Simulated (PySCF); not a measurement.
# Os³⁵⁺ (osmium, charge +35) across methods

[Kr] 4d5, high-spin 6S determinant. All numbers are calculated (PySCF 2.14, no relativity, point nucleus, in an uncontracted even-tempered set (18 s from 3.2 bohr⁻², ratio 2.5; 12 p from 4.1 bohr⁻², ratio 2.5; 9 d from 4.1 bohr⁻², ratio 2.5; 4 f from 19 bohr⁻², ratio 2.7; 3 g from 29 bohr⁻², ratio 2.7)).

| method | E (hartree) | mean ε 4p α (eV) | mean ε 4p β (eV) | mean ε 4d α (eV) | Σ⟨r²⟩ (bohr²) | ⟨S²⟩ |
| --- | --- | --- | --- | --- | --- | --- |
| PBE0 | -15598.54 | -1689.5 | -1671.1 | -1524.9 | 3.423 | 8.750 |
| TPSS | -15598.44 | -1678.9 | -1664.9 | -1517.3 | 3.423 | 8.750 |
| PBE | -15598.27 | -1677.5 | -1664.3 | -1517.2 | 3.423 | 8.750 |
| M06-L | -15598.70 | -1684.4 | -1666.3 | -1519.9 | 3.421 | 8.750 |
| UHF | -15596.92456 | -1723.8 | -1689.1 | -1546.1 | 3.427 | 8.750 |
| r2SCAN | -15598.91 | -1683.8 | -1665.9 | -1519.6 | 3.424 | 8.750 |
| LDA | -15589.74 | -1676.2 | -1664.2 | -1516.8 | 3.424 | 8.750 |

A non-relativistic calculation at this Z misses sizeable relativistic shifts. Spin-orbit coupling, which splits the p, d and f shells strongly at this Z, is absent. Spin-orbit coupling is strong in this species (close to jj coupling), so the high-spin LS determinant is a model state, not a physical level.
